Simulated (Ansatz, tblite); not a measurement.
Cost and result up the ladder for cyclo-(GeH2)3 (Ge3H6) (9 atoms). Total charge 0; singlet. Geometry: PBE-D4/def2-SVP.

```
atom   x (Å)   y (Å)   z (Å)
 Ge1  -0.141  -1.183  -0.768
  H2  -1.334  -1.455  -1.717
  H3   0.877  -2.350  -0.750
 Ge4   0.688   1.116  -0.538
  H5   2.212   1.345  -0.379
  H6   0.005   2.242  -1.353
 Ge7  -0.547   0.067   1.306
  H8   0.226  -0.335   2.586
  H9  -1.985   0.554   1.613
```

Ansatz on 4 threads of Arm Neoverse V1 on a shared host; xTB runs through tblite on one thread. Times are rough, summed over both states, and most runs start from the orbitals of an earlier one. PBE0-D4/def2-TZVP serves as the yardstick here, not as an exact answer. The other state is a triplet.

The xTB rows come from tblite. HOMO above LUMO, or a gap near zero within one spin, warns that the state may not be the lowest or that an electron is smeared out.

xTB has no spin-polarisation term.

```json
{"level": "GFN2-xTB", "functions": "33", "wall time": "0.01 s"}
{"level": "GFN1-xTB", "functions": "39", "wall time": "0.011 s"}
{"level": "PBE-D4/def2-TZVP (with forces)", "functions": "180", "wall time": "17 s"}
{"level": "PBE0-D4/def2-TZVP", "functions": "180", "wall time": "23 s"}
```

(1) Estimate what each level gives for the vertical triplet (eV).

Answers

(1) 
| level | vertical triplet (eV) | difference from PBE0-D4/def2-TZVP (eV) | remarks |
| --- | --- | --- | --- |
| GFN2-xTB | 4.53 | 0.09 | – |
| GFN1-xTB | 3.19 | -1.26 | – |
| PBE-D4/def2-TZVP (with forces) | 4.27 | -0.17 | gap within one spin near zero (triplet) |
| PBE0-D4/def2-TZVP | 4.44 | 0.00 | – |
